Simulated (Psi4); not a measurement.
Psi4 was given this input:
```
memory 2 GB

molecule {
0 3
  Te    0.00000000    0.00000000    0.00000000
}

set basis def2-svp
set reference uhf

energy('scf')
print_variables()
```

Q: Estimate the <S^2> that HF/def2-SVP run with Psi4 1.11 returns for this input.

A: 2.007

Q: Estimate the number of basis functions that HF/def2-SVP returns for this input.

A: 26

Q: Estimate the total energy that HF/def2-SVP returns for this input.

A: -266.9968 Eh

Q: What is the computed dipole moment (HF/def2-SVP)?

A: 0.00 D

These values belong to the state on which the SCF converged, which isn't shown to be the lowest.
